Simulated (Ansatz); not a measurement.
Here is a job for Ansatz (an electronic-structure program).
Ansatz 0.2 input:
```yaml
crystal:
  periodic: [false, false, false]
  atoms:
    - {symbol: Si, position_ang: [0.00000000, 0.00000000, 0.00000000]}
basis:
  gaussian:
    orbitals: def2-SVP
hamiltonian:
  xc: pbe0
magnetization: {spin_polarized: true, initial_magnetization: 2}
correlation: {method: mp2}
```

Task: What does this run give for the number of basis functions, total energy?

Result: 
| Quantity | Value |
|---|---|
| number of basis functions | 18 |
| total energy | -288.7963 Eh |
